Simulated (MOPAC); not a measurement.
MOPAC input (PM3):

```
PM3 FORCE THERMO(298,298) PRECISE LET UHF MS=0.5 GEO-OK AUX(PRECISION=9) THREADS=1
NaO

Na    0.00000000 1    0.00000000 1   -0.92983105 1
O    -0.00000000 1    0.00000000 1    1.25381405 1
```

Output:

```
 *******************************************************************************
 **                                                                           **
 **                              MOPAC v23.2.5                                **
 **                                                                           **
 *******************************************************************************
 ** MOPAC's Digital Object Identifier: https://doi.org/10.5281/zenodo.6511958 **
 **                                                                           **
 ** Please cite the open-source release paper for use of this MOPAC version:  **
 ** J. E. Moussa and J. J. P. Stewart (2026)                                  **
 ** MOPAC: An open-source semiempirical molecular orbital program             **
 ** J. Open Source Softw., 11(119), 8025, https://doi.org/10.21105/joss.08025 **
 *******************************************************************************

                              PM3 CALCULATION RESULTS

 *******************************************************************************
 *  PM3        - The PM3 Hamiltonian to be used
 *  GEO-OK     - OVERRIDE INTERATOMIC DISTANCE AND OTHER SAFETY CHECKS
 *  UHF        - UNRESTRICTED HARTREE-FOCK CALCULATION
 *  MS=        - IN MECI, MAGNETIC COMPONENT OF SPIN =  0.5
 *  LET        - OVERRIDE SOME SAFETY CHECKS
 *  PRECISE    - TIGHTER CRITERIA TO BE USED
 *  FORCE      - FORCE CALCULATION SPECIFIED
 *  AUX        - OUTPUT AUXILIARY INFORMATION
 *  THERMO     - THERMODYNAMIC QUANTITIES TO BE CALCULATED
 *******************************************************************************
PM3 FORCE THERMO(298,298) PRECISE LET UHF MS=0.5 GEO-OK AUX(PRECISION=9) THREADS=1
 NaO

   ATOM   CHEMICAL          X               Y               Z
  NUMBER   SYMBOL      (ANGSTROMS)     (ANGSTROMS)     (ANGSTROMS)

     1      Na          0.00000000  *   0.00000000  *  -0.92983105  *
     2       O         -0.00000000  *   0.00000000  *   1.25381405  *

          CARTESIAN COORDINATES

    NO.       ATOM           X           Y           Z

     1        Na          0.0000      0.0000     -0.9298
     2         O         -0.0000      0.0000      1.2538

  O: (PM3): J. J. P. STEWART, J. COMP. CHEM. 10, 209 (1989).
 Na: (PM3): J. J. P. STEWART, J. MOL. MOD., 10, 155-164 (2004)

           Empirical Formula: O Na  =     2 atoms

      MOLECULAR POINT GROUP   :   C*v

          UHF CALCULATION, NO. OF ALPHA ELECTRONS =    4
                           NO. OF BETA  ELECTRONS =    3

          HEAT OF FORMATION =      23.202100 KCALS/MOLE

          CARTESIAN COORDINATE DERIVATIVES

   NUMBER  ATOM         X            Y            Z

     1      Na     -0.024283     0.000000     0.000000
     2       O      0.024283     0.000000     0.000000

 DIPOLE           X         Y         Z       TOTAL
 POINT-CHG.    -6.661     0.000     0.000     6.661
 HYBRID        -0.325     0.000    -0.000     0.325
 SUM           -6.985     0.000     0.000     6.985

          GRADIENT NORM =   0.03434

          MOLECULAR WEIGHT =   38.99

          ROTATIONAL CONSTANTS IN CM(-1)

          A =    0.00000000   B =    0.37474690   C =    0.37474690

           PRINCIPAL MOMENTS OF INERTIA IN UNITS OF 10**(-40)*GRAM-CM**2

          A =        0.0000   B =       74.6978   C =       74.6978

          ORIENTATION OF MOLECULE IN FORCE CALCULATION

    NO.       ATOM         X         Y         Z

     1         Na      -0.8961    0.0000    0.0000
     2          O       1.2876    0.0000   -0.0000

    FIRST DERIVATIVES WILL BE USED IN THE CALCULATION OF SECOND DERIVATIVES

    FOR POINT-GROUP C*v  THERE ARE  84 UNIQUE SYMMETRY FUNCTIONS.

(To convert to Hartree/Bohr^2, multiply by (10^(-21) x N x a0^2)/(4.184 x 627.51) =  0.0642)

           FORCE MATRIX IN MILLIDYNES/ANGSTROM

                 Na  1       O  2
 ------------------------------
    Na    1   1.245274
     O    2   1.245266   1.245258

          HEAT OF FORMATION =      23.202100 KCALS/MOLE

          ZERO POINT ENERGY       0.677 KCAL/MOL

           NORMAL COORDINATE ANALYSIS (Total motion = 1 Angstrom)

   Root No.       1

                 1 Sig

                 473.3

           1   -0.4104
           2    0.0000
           3    0.0000
           4    0.5896
           5    0.0000
           6   -0.0000

           MASS-WEIGHTED COORDINATE ANALYSIS (NORMAL COORDINATES)

   Root No.       1

                 1 Sig

                 473.3

           1   -0.6406
           2    0.0000
           3    0.0000
           4    0.7679
           5    0.0000
           6   -0.0000

          DESCRIPTION OF VIBRATIONS

 VIBRATION          1    1Sig        ATOM PAIR     ENERGY CONTRIBUTION    RADIAL
 FREQUENCY           473.32         Na1 -- O 2        +100.0% (100.0%)    100.0%
 TRANSITION DIPOLE   3.2192
 TRAVEL (Ang.)       0.1229
 REDUCED MASS        9.4340
 EFFECTIVE MASS     18.7151
 FORCE CONSTANT      1.2453

      SYMMETRY NUMBER FOR POINT-GROUP C*v =  1

          SYSTEM IS A GROUND STATE

 NaO

          MOLECULE IS LINEAR

          THERE ARE  1 GENUINE VIBRATIONS IN THIS SYSTEM
          THIS THERMODYNAMICS CALCULATION IS LIMITED TO
          MOLECULES WHICH HAVE NO INTERNAL ROTATIONS

                    CALCULATED THERMODYNAMIC PROPERTIES
                                          *
   TEMP. (K)   PARTITION FUNCTION   H.O.F.    ENTHALPY  HEAT CAPACITY ENTROPY
                                   KCAL/MOL   CAL/MOLE    CAL/K/MOL  CAL/K/MOL

 298.00  VIB.     0.1113D+01                   153.2921     1.3087     0.7276
         ROT.     0.5527D+03                   592.1869     1.9872    14.5360
         INT.     0.6153D+03                   745.4790     3.2959    15.2636
         TRA.     0.2354D+27                  1480.4672     4.9680    36.9082
         TOT.                       23.202    2225.9461     8.2639    52.1718

   *: NOTE: HEATS OF FORMATION ARE RELATIVE TO THE
            ELEMENTS IN THEIR STANDARD STATE AT 298K
              (=  Standard Enthalpy of Formation).

            Hvib:  Zero-point energy is not included.
                   frequencies of less than zero cm-1 are not included.
            Hrot = (3/2)RT
            Htra = (3/2)RT + pV = (5/2)RT

            Heat capacity is Cp, not Cv

          For more information, see: HTTP://OpenMOPAC.net/Manual/thermochemistry.html

           FORCE CONSTANT IN CARTESIAN COORDINATES (Millidynes/A)

    ATOM   CHEMICAL       X               Y               Z
   NUMBER   SYMBOL  FORCE CONSTANT  FORCE CONSTANT  FORCE CONSTANT

      1      Na        1.245266        0.000523        0.000523
      2       O        1.245266        0.000524        0.000524

 **********************
 *                    *
 * JOB ENDED NORMALLY *
 *                    *
 **********************

 == MOPAC DONE ==
```
